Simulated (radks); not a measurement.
Problem. Method: scalar-relativistic Kohn-Sham, BLYP, spin-polarised, spherical densities, finite nucleus; open shells are filled with parallel spins first (spin-orbit coupling, left out, can overturn this in heavy ions); Fermi nuclear charge, rms radius of each element as measured or else 0.836 A^(1/3) + 0.57 fm; computed with a radial shooting solver on a logarithmic mesh with Libxc functionals. Each species is in its NIST ground configuration. Rank Pd3+, Ru3+, Mo3+, Cd3+, Nb3+, Tc3+, Rh3+, Zr3+, Ag3+ by Delta-SCF ionisation energy (eV), largest first.

Solution. Cd3+ 53.266, Ag3+ 50.448, Pd3+ 47.576, Ru3+ 45.705, Rh3+ 44.661, Tc3+ 42.999, Mo3+ 40.221, Nb3+ 37.348, Zr3+ 34.342.
